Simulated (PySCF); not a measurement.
Correlation energy of As(2+) (arsenic, charge +2)

[Ar] 3d10 4s2 4p1, 2P determinant. All numbers are calculated (PySCF 2.14, the non-relativistic Hamiltonian (point nucleus), in 6-31G* (5s4p3d, 32 functions)). Frozen: [Ar] 3d10; 3 electrons correlated.

MP2 pair energies summed by pair of shells (mhartree):

```tsv
pair	energy	share (%)
4s-4s	-19.19	58.1
4s-4p	-13.82	41.9
```

Total MP2 correlation energy: -33.01 mhartree.

Same-spin part -1.98 and opposite-spin part -31.03 mhartree; SCS-MP2 scales them by 1/3 and 6/5 to -37.90 mhartree.

| level | correlation energy (mhartree) |
| --- | --- |
| CCSD | -48.72 |
| (T) | -0.44 |
| CCSD(T) | -49.16 |

Diagnostics: T1 = 0.0080, D1 = 0.0193, largest double amplitude 0.102.

**Question.** Is a single reference adequate?

**Answer.** Mostly. T1 lies below 0.03, but a double amplitude of this size points to a near-degeneracy that CCSD handles and MP2 describes poorly.
